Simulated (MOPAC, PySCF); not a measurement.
C$_{3}$H$_{6}$O, SMILES `C/C=C\O` (C–C–O–H torsion 0°), neutral singlet in the gas phase. 

Cartesian coordinates (Å):
SMILES: C/C=C\O
```xyz
10

C     -1.2279     0.0387    -0.0349
C      0.0733    -0.6633    -0.2788
C      1.2893    -0.1861    -0.0252
O      1.6109     1.0290     0.5047
H     -1.8610    -0.5269     0.6541
H     -1.1062     1.0367     0.3943
H     -1.7934     0.1603    -0.9628
H      0.0261    -1.6582    -0.7036
H      2.1834    -0.7590    -0.2312
H      0.8056     1.5290     0.6835
```
Charge 0, multiplicity 1.

All levels are single points at this geometry (B3LYP-D3(BJ)/def2-TZVP); Pople sets use spherical d functions. Orbital energies aren't observables, and empty levels follow the basis.

| level | HOMO (eV) | LUMO (eV) | gap (eV) | dipole (D) | vertical IE, Delta-SCF (eV) |
|---|---|---|---|---|---|
| M06-2X/def2-TZVP in PySCF | -7.73 | 1.49 | 9.23 | 1.47 | 8.95 |
| B3LYP/6-31G* in PySCF | -5.86 | 1.40 | 7.26 | 1.35 | 8.57 |
| BP86/6-31G* in PySCF | -4.93 | 0.49 | 5.42 | 1.31 | – |
| PBE/6-31G* in PySCF | -4.82 | 0.59 | 5.42 | 1.30 | 8.43 |
| SVWN5/6-31G* in PySCF | -4.94 | 0.42 | 5.36 | 1.40 | 8.63 |
| HF/6-31G* in PySCF | -8.98 | 5.72 | 14.70 | 1.45 | 7.71 |
| HF/STO-3G in PySCF | -7.16 | 9.03 | 16.18 | 1.14 | – |
| AM1 in MOPAC | -9.36 | 1.28 | 10.64 | 1.06 | – |
| PM3 in MOPAC | -9.42 | 1.17 | 10.59 | 0.99 | – |
